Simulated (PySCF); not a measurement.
C6H6O, SMILES C=C1OC[C@@H]1C#C.

Geometry optimised at ωB97X-D3(BJ)/def2-SVP. The structure was generated by enumeration; whether it is a known compound was not checked.

The numbers are results of r2SCAN/def2-TZVP (PySCF), not measurements.

The molecule is in vacuum.

Computed frontier levels, gap, dipole moment and polarisability:
- highest occupied level = -5.67 eV
- lowest empty level = -0.39 eV
- orbital gap = 5.28 eV
- dipole moment = 1.61 D
- quadrupole, principal values (traceless, Buckingham form, about the centre of nuclear charge) = -4.16, 0.60, 3.56 D·Å
- mean static polarisability = 71.0 bohr³ (10.53 Å³)
- polarisability, principal values = 50.1, 77.0, 85.9 bohr³
